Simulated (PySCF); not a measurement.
## UHF on Al+ (aluminium, charge +1)

Configuration: [Ne] 3s2, closed-shell 1S. Calculation: PySCF 2.14, in cc-pVDZ-DK; the spin-free X2C one-electron Hamiltonian (Gaussian nucleus).

```json
{"Total energy": "-242.103608 hartree", "One-electron energy": "-333.4013 hartree", "Hartree (Coulomb) energy": "109.2392 hartree", "Exchange energy": "-17.9416 hartree", "⟨S²⟩": "0.0000", "⟨L²⟩": "0.000", "Sum of ⟨r⟩": "9.945 bohr", "Sum of ⟨r²⟩": "17.37 bohr²", "Langevin diamagnetic susceptibility": "-13.8 ×10⁻⁶ cm³/mol", "Time after the integrals": "0.03 s of wall time on 1 thread of Neoverse-V2 (shared host)"}
```

```
shell  electrons  mean orbital energy (hartree)  rms radius, mean of both spins (bohr)
   1s          2                      -58.93793                                  0.139
   2s          2                       -5.23820                                  0.675
   2p          6                       -3.52441                                  0.674
   3s          2                       -0.65361                                   2.62
```

Densities and radii are taken from the X2C orbitals without a picture-change correction, which distorts them close to the nucleus.
